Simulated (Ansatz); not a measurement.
TaH+, multiplicity 4 (lowest of 2S+1 = 2, 4, 6, 8 at CCSD(T)/def2-TZVPP on PBE0 minima; our sources give no spin for the ground state, which may be another), most abundant isotopes (180.9480 and 1.0078 u). Constants from fifth-degree fits in 1/R to seven points on the lowest solution found; no spin–orbit coupling, no relativity up to Kr; ω_e x_e and α_e move by some per cent with the fit.

Correlated levels freeze the inner cores; with def2 sets outer-core shells near the valence are correlated too. CBS: X⁻³ extrapolation of the correlation energy, Hartree–Fock from the larger set.

Run with Ansatz (a program for electronic structure).  In def2 rows elements past Kr take small-core potentials, without spin–orbit coupling.

```
level                                r_e (Å)  ω_e (cm⁻¹)  ω_e x_e (cm⁻¹)  α_e (cm⁻¹)
-----------------------------------  -------  ----------  --------------  ----------
PBE/def2-TZVPP                        1.7418      1899.8            26.4       0.122
CCSD(T)/CBS(def2-TZVPP, def2-QZVPP)   1.7308      1944.2            25.4       0.109
```

Derive the rotational constants, the centrifugal constant, the fundamental, the zero-point energy and the force constant.


μ = 1.00224 u.
- PBE/def2-TZVPP: B_e = 16.8576/(μ r_e²) = 5.5441 cm⁻¹; B₀ = B_e − α_e/2 = 5.4831 cm⁻¹; D = 4B_e³/ω_e² = 1.89e-04 cm⁻¹; fundamental ω_e − 2ω_e x_e = 1847 cm⁻¹; zero-point energy ω_e/2 − ω_e x_e/4 = 943 cm⁻¹; k = μ(2πcω_e)² = 213 N/m
- CCSD(T)/CBS(def2-TZVPP, def2-QZVPP): B_e = 16.8576/(μ r_e²) = 5.6145 cm⁻¹; B₀ = B_e − α_e/2 = 5.5599 cm⁻¹; D = 4B_e³/ω_e² = 1.87e-04 cm⁻¹; fundamental ω_e − 2ω_e x_e = 1893 cm⁻¹; zero-point energy ω_e/2 − ω_e x_e/4 = 966 cm⁻¹; k = μ(2πcω_e)² = 223 N/m
